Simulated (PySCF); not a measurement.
Z-matrix (Å, degrees):
```
Al
S 1 2.2030
H 2 1.3473 1 92.49
S 1 2.2041 2 115.92 3 -0.03
H 4 1.3443 1 93.99 2 179.96
```
Charge 0, spin multiplicity 2.

### Question
What is the computed dipole moment, highest occupied spin orbital and total energy (r2SCAN-D4/def2-TZVP (PySCF))?

### Answer

```yaml
dipole_moment: 1.29 D
highest_occupied_spin_orbital: -5.45 eV
total_energy: -1040.0225 Ha
```
